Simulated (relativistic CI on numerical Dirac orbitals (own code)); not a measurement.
# One change at a time: In25+

Base calculation: Dirac-Coulomb-Breit CI, KLI orbitals optimised for each configuration, a model potential for QED, unscaled Slater integrals.

CI space (outside the closed core [Ne]): 3s²3p⁶3d⁶, 3s²3p⁵3d⁷, 3s²3p⁴3d⁸, 3s3p⁶3d⁷, 3p⁶3d⁸, 3s3p⁵3d⁸, 3s²3p⁶3d⁵4s, 3s²3p⁶3d⁵4p, 3s²3p⁶3d⁵4d, 3s²3p⁴3d⁷4s, 3s²3p⁶3d⁵4f, 3s²3p⁵3d⁶4s, 3s²3p⁴3d⁷4p, 3s²3p⁵3d⁶4p, 3s²3p⁶3d⁴4s², 3s²3p⁴3d⁷4d, 3s3p⁵3d⁷4s, 3s²3p⁶3d⁴4s4p, 3s²3p⁶3d⁵5s, 3s3p⁶3d⁶4s, 3s²3p⁶3d⁵5p, 3p⁶3d⁷4s, 3s3p⁶3d⁶4p, 3p⁶3d⁷4p, 3s²3p⁵3d⁵4s², 3s²3p⁶3d⁵5f, 3p⁶3d⁷4d, 3s²3p⁶3d⁵6s. Levels of other configurations are missing.

Variants: (1) valence Slater integrals scaled by 0.9; (2) QED terms removed; (3) configuration mixing switched off. Shifts of the energy above 3s²3p⁶3d⁶ ⁵D4, in cm⁻¹, for the lowest level and the first level of each name with at least 55 % of one term (blank where a level changes its place among those of its configuration and J or its character, or is not in the variant):

```csv
Level,Base,Δ(1),Δ(2),Δ(3)
3s²3p⁶3d⁶ ⁵D4,0,0,0,0
3s²3p⁶3d⁶ ⁵D3,43532,+1327,-169,-817
3s²3p⁶3d⁶ ⁵D0,58851,-1400,-124,+2694
3s²3p⁶3d⁶ ⁵D1,60359,+332,-180,+1038
3s²3p⁶3d⁶ ³H6,114877,-7610,-133,-5288
3s²3p⁶3d⁶ ³F2,136672,-7435,-149,+5279
3s²3p⁶3d⁶ ¹S0,160409,-6764,-237,+8093
3s²3p⁶3d⁶ ³D1,177271,-9885,-216,+4338
3s²3p⁶3d⁶ ³G4,177463,-9436,-238,+948
3s²3p⁶3d⁶ ³D2,178518,-10364,-196,+6047
3s²3p⁶3d⁶ ³D3,193937,-10107,-260,+3217
3s²3p⁶3d⁶ ³G3,200477,-8860,-326,+1057
3s²3p⁶3d⁶ ¹I6,206680,-10630,-320,-6766
3s²3p⁶3d⁶ ³P0,211854,-17335,-73,+9787
3s²3p⁶3d⁶ ³P1,220216,-6139,-443,+7266
3s²3p⁶3d⁶ ¹F3,223530,-16417,-143,+5945
3s²3p⁶3d⁶ ¹G4,241594,-11324,-387,+491
3s²3p⁶3d⁶ ³F4,289274,-16965,-326,+6423
3s²3p⁶3d⁶ ³P2,332828,-16668,-454,+10215
3s²3p⁵3d⁷ ⁵G°6,1489905,+12538,+605,-7715
3s²3p⁵3d⁷ ³D°3,1548475,+7193,+640,+1090
3s²3p⁵3d⁷ ⁵G°5,1571812,+9371,+494,
```

At this charge energies of transitions that change n are usually good to better than 1 %, and those within a shell (Δn = 0) to a few per cent. Terms inside the open d or f shell come out 10 to 20 % too wide with unscaled integrals.

Ionisation energy from the two ground configurations alone: base 1327.36 eV; valence Slater integrals scaled by 0.9 1328.38 eV. The NIST ASD value (theoretical) is 1328 eV.

LS names give the leading component of a level, which can be under half, so a name can repeat, a term be missing and a line seem to break the LS rules.
